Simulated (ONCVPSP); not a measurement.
## gold (Au): excitation energies, all-electron against ONCV

ONCVPSP 4.0.1 input, shortened (lines: element, Z, core and valence counts, functional; n l f; lmax; l rc ep ncon nbas qcut; lloc lpopt rc5 dvloc0; l nproj debl; icmod fcfact rcfact), PBE, scalar-relativistic:

```
  Au 79.00   12    2        4      upf
    1    0    2.00
    2    0    2.00
    2    1    6.00
    3    0    2.00
    3    1    6.00
    3    2   10.00
    4    0    2.00
    4    1    6.00
    4    2   10.00
    4    3   14.00
    5    0    2.00
    5    1    6.00
    5    2   10.00
    6    0    0.75
    2
    0    2.30    0.00    4    7    2.20
    1    2.45    0.08    4    8    3.10
    2    1.90    0.00    4    9    8.70
    2    5    1.90    0.00
    0    2    1.20
    1    2    1.60
    2    0    0.60
    3    2.50    1.50
```

In the p channel the program set the typed energies aside and used 0.050, 1.650 Ha.

Energies are relative to the spin-unpolarised reference configuration 5d10 6s0.75; without spin polarisation the order of configurations can differ from experiment.

Problem. Give the all-electron excitation energy and the error of the potential for: 5d10 6s1; 5d10 6s0; 5d9 6s0; 5d9 6s1 6p1.

Solution.

| valence configuration | charge | ΔE all-electron (eV) | error AE − PS (meV) |
| --- | --- | --- | --- |
| 5d10 6s1 | 0 | -1.660 | +0.2 |
| 5d10 6s0 | +1 | 7.748 | -9.2 |
| 5d9 6s0 | +2 | 28.957 | -38 |
| 5d9 6s1 6p1 | 0 | 5.837 | -47 |

Note: ghosts flagged at negative energy: s at -22.8 eV; GHOST(+) flagged for p at 36.6 eV. A true bound ghost makes a file unfit for plane-wave use.
